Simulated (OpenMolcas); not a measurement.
Ru4+ among 6 point charges of -0.8 e arranged as an octahedron (Oh), 2.25 Å from the ion.
```
   2.2500    0.0000    0.0000  -0.80
   0.0000    2.2500    0.0000  -0.80
  -2.2500    0.0000    0.0000  -0.80
   0.0000   -2.2500    0.0000  -0.80
   0.0000    0.0000    2.2500  -0.80
   0.0000    0.0000   -2.2500  -0.80
```

* Program: OpenMolcas
* Method: CASSCF
* Basis: ANO-RCC-VTZP [7s6p4d2f1g]
* Scalar Hamiltonian: DKH2, point nucleus
* Active space: 4 electrons in 5 orbitals (4d)
* State averaging: 2S+1 = 5 even, 5 roots; 2S+1 = 3 even, 45 roots; 2S+1 = 1 even, 50 roots
* Spin-orbit coupling: state interaction with AMFI integrals over the reference wave functions

(1) What is the spin-free ground state (labels of O, the rotations of Oh)?

(2) Where is the first state of the same spin?

(3) What are the lowest two levels with spin-orbit coupling?

(4) What is χT at 300 K, and how does it compare with the textbook value?

(5) Which ligand-field parameters describe the states?

Results:

(1) 5E, 2-fold in its orbital part, 100 % from free-ion D terms; it has the highest spin that d4 allows.

(2) 5T2 at 1710 cm-1 above the ground state.

(3) A 1-fold level A1, then a 3-fold level T1 401.7 cm-1 above it. Their leading multiplicities are 5 (98 %) and 5 (99 %).

(4) The lowest level has 2S+1 = 5, for which the spin-only value is χT = S(S+1) / 2 = 3.000 cm3 K/mol (g = 2). The computed 0.886 at 300 K differs by -2.114, through orbital momentum, spin-orbit coupling and any other state in reach.

(5) A least-squares ligand-field fit to the states below 45000 cm-1, each weighted by its degeneracy and with a free common offset, gives 10Dq = 1764 cm-1, B = 952 cm-1 and C = 3893 cm-1 (C/B = 4.09), with an rms deviation of 24 cm-1. 

Spin-orbit coupling mixes the spin-free states strongly: the lowest level takes only 63 % from its leading state, 5E. An orbital doublet at a regular site is open to a Jahn-Teller distortion, which this geometry leaves out. Without dynamic correlation the repulsion within the d shell is too large (B by tens of per cent), so at a given field states of lower spin stand too high. Point charges give a weaker field than real ligands, and real ions of this kind are as a rule low spin; the high spin found here belongs to the model. This field is weak: 10Dq is about 1764 cm-1, while octahedral complexes of 4d ions of charge 3 and more, computed by the same method with explicit ligands, had a median near 25000 cm-1. Ground spin and moment need not be those of a real site. The ground term spreads over less than 5000 cm-1, several times less than with real ligands, so orbital moments are less quenched and χT lies further from the spin-only value than at real sites. This is an electrostatic model: the charges have no orbitals. No measured value stands beside these numbers.
